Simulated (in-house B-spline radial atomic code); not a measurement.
The indium ion In⁺: [Ar] 3d10 4s2 (4p1/2)1 (4p3/2)4 4d10 5s2 6s1 (an excited or competing configuration)

Computed with a radial B-spline atomic code at the basis-set limit: Dirac-Hartree-Fock, average of the jj configuration, Fermi nucleus of rms radius 4.6156 fm.

Screening seen three ways: the hydrogenic charge with the same mean radius, Z_r = [3n² - l(l+1)]/(2<r>), the one with the same energy, Z_e = n√(-2ε), and Slater's rules. Values are occupation-weighted means over j. An effective charge above Z reflects the relativistic contraction of the inner shells.

```
shell  electrons   ε (eV)  <r> (bohr)    Z_r    Z_e  Slater
   1s          2   -28128     0.02971  50.50  45.47   48.70
   2s          2  -4320.8      0.1279  46.91  35.64   44.85
   2p          6  -3877.4       0.112  44.63  33.76   44.85
   3s          2  -877.15      0.3463  38.98  24.09   37.75
   3p          6   -727.5      0.3454  36.19  21.94   37.75
   3d         10  -494.47       0.323  32.50  18.09   27.85
   4s          2  -163.05      0.8459  28.37  13.85   21.60
   4p          5  -116.63      0.9192  25.02  11.71   21.60
   4d         10  -45.792        1.12  18.75   7.34   10.85
   5s          2  -23.355        2.33  16.09   6.55    6.20
   6s          1  -7.1138       5.954   9.07   4.34    2.30
```

The least bound orbital is 6s1/2 at -7.114 eV, and it is also the most diffuse (<r> = 5.954 bohr). The part-filled 4p shell lies below the filled 5s shell in orbital energy.

For the 1s electron the small component carries 3.23 % of the norm, the zero-frequency Breit interaction raises the level by 63.38 eV, self-energy by 35.79 eV, and vacuum polarisation lowers it by 4.637 eV.
